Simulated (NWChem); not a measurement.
## Correlation energy of Ge (-1)

```
Ge
```
Charge -1, spin multiplicity 4.

All runs are NWChem calculations.

Basis set: def2-TZVPD. Each correlation energy counts from its own Hartree-Fock reference.

The Hamiltonian is non-relativistic. The correlated methods keep 9 core orbitals frozen. The stability of the SCF solutions was not checked. Open-shell Hartree-Fock references start from PBE0 orbitals. No row is a measurement; the coupled-cluster row has its own basis-set and correlation limits.

### Question
For the correlation energy, UMP2 gives -200.9 mHa and SCS-UMP2 gives -181.4 mHa. What do CCSD on UHF, CCSD[T] on UHF, CCSD(T) on UHF give?

### Answer
CCSD on UHF: -205.4 mHa; CCSD[T] on UHF: -213.8 mHa; CCSD(T) on UHF: -213.1 mHa.
